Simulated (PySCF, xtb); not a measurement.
C5H6Se, SMILES C#C[C@H]1C[C@H]1[SeH]. The values are those of a single conformer.

Harmonic wavenumbers (cm⁻¹) from xtb 6.7.1 with GFN2-xTB at its own minimum, in rising order: 97, 124, 168, 245, 270, 442, 464, 534, 652, 664, 738, 810, 858, 941, 1001, 1027, 1059, 1064, 1105, 1190, 1247, 1359, 1447, 2046, 2273, 3019, 3027, 3080, 3095, 3398.

**Question.** What does PBE0-D3(BJ)/def2-SVP (PySCF) give at its own minimum? (The exact figures need the calculation; the answer reports its results.)

**Answer.** 91, 128, 189, 276, 292, 518, 540, 616, 673, 705, 786, 816, 851, 938, 1035, 1037, 1076, 1112, 1134, 1214, 1290, 1387, 1465, 2250, 2445, 3158, 3164, 3194, 3262, 3492. Paired by order, the mean absolute difference is 57 cm⁻¹ and the zero-point energies are 53.5 and 55.9 kcal/mol.
